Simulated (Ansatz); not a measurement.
Total energies of the cluster Zn₃SeF₄ from Ansatz at PBE0-D4/def2-TZVP, gas phase (1 Eh = 27.2114 eV = 2625.5 kJ/mol). The reference geometry is relaxed at r2SCAN-D4/def2-SVP.

```
atom   x (Å)   y (Å)   z (Å)
 Zn1  -1.272  -1.285   0.738
 Zn2   1.470   1.256   0.271
 Zn3  -0.662   0.471  -1.328
 Se4  -0.827   1.073   0.983
  F5   1.092   1.005  -1.695
  F6  -1.570  -2.805   1.555
  F7   3.127   1.550   0.754
  F8  -1.358  -1.265  -1.278
```

| state | geometry | energy (Eh) |
| --- | --- | --- |
| charge 0 singlet | reference | -8138.14756 |
| charge 1 doublet | reference | -8137.74941 |
| free Zn atom (singlet) | – | -1779.14424 |
| free Se atom (triplet) | – | -2401.20505 |
| free F atom (doublet) | – | -99.67617 |

Task: Work out the vertical ionisation energy to the doublet.

Result: E(charge 1 doublet) − E(charge 0 singlet) = -8137.74941 − (-8138.14756) = 0.39815 Eh = 10.83 eV. For comparison, −ε of the highest occupied level is 8.93 eV at this level, 1.90 eV less.

Task: What is the binding energy per atom against free atoms?

Result: Atoms: 3 × (-1779.14424) + 1 × (-2401.20505) + 4 × (-99.67617) = -8137.34245 Eh. Binding: -8137.34245 − (-8138.14756) = 0.80511 Eh = 21.91 eV, or 2.74 eV for each of 8 atoms (no zero-point energy, no counterpoise term).

The structure comes from a short search, and lower isomers may exist.
